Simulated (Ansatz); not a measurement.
Mulliken charges of CH₆OSiSn, SMILES `[SnH3][SiH]1CO1` from PBE/def2-TZVPP in Ansatz (PBE0-D4/def2-TZVP geometry).

```csv
atom,x (Å),y (Å),z (Å),charge (e)
Sn1,-1.220,1.112,-0.951,0.396
Si2,-0.118,-0.832,0.283,0.202
C3,1.517,-0.672,1.056,-0.092
O4,1.398,-1.284,-0.266,-0.330
H5,-1.801,0.615,-2.475,-0.098
H6,-2.535,1.716,-0.045,-0.103
H7,-0.074,2.355,-1.166,-0.100
H8,-0.996,-1.958,0.693,-0.065
H9,1.846,-1.371,1.823,0.094
H10,2.067,0.267,1.050,0.096
```

Problem. By hand: the dipole of these point charges (1 e Å = 4.8032 D).

Solution. Σ q r = (-0.226, 0.309, 0.262) e Å, of length 0.464 e Å = 2.23 D.

Problem. How does the dipole of the full density compare? (Estimate.)

Solution. Computed: (-0.208, 0.140, 0.189) e Å, 1.51 D; the point charges give 1.48 times that, at 16° from its direction.

Point charges leave out the atoms' own dipoles, such as those of lone pairs, and Mulliken's split depends on the basis, so the two needn't agree.
